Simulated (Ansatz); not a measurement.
Frontier orbitals of CH₉GaSi₂, SMILES `[CH3][Ga]([SiH3])[SiH3]`.

```xyz
13

C    -0.263   -1.843    0.986
Ga   -0.004   -0.099    0.094
Si   -1.843    1.479    0.063
Si    2.113    0.344   -1.001
H     0.678   -2.264    1.345
H    -0.970   -1.778    1.814
H    -0.678   -2.542    0.252
H    -1.498    2.781   -0.571
H    -2.328    1.761    1.445
H    -2.994    0.903   -0.693
H     3.241    0.224   -0.033
H     2.191    1.695   -1.622
H     2.355   -0.661   -2.078
```

The species carries charge 0 and has multiplicity 1. Correlated methods include outer-core shells of Ga, which these sets cover unevenly. Scalar relativity is left out up to krypton. The structure was optimised at the PBE0-D4/def2-TZVP level. Basis def2-TZVPP, the Gaussian-basis code of Ansatz.

```csv
functional,HOMO (eV),LUMO (eV),gap (eV)
PBE,-6.05,-2.87,3.18
r2SCAN,-6.26,-2.72,3.54
PBE0,-7.04,-2.11,4.93
CAM-B3LYP,-8.22,-1.16,7.06
LC-ωPBE,-9.49,-0.04,9.45
ωB97X-V,-9.18,-0.19,8.99
ωB97M-V,-8.97,-0.40,8.57
```

From PBE to PBE0 the HOMO moves by −0.99 eV and the LUMO by +0.76 eV, and with ωB97M-V by −2.93 and +2.48 eV, so the gap grows from 3.17 to 8.57 eV with exact exchange.

LC-ωPBE has ω = 0.4 bohr⁻¹.
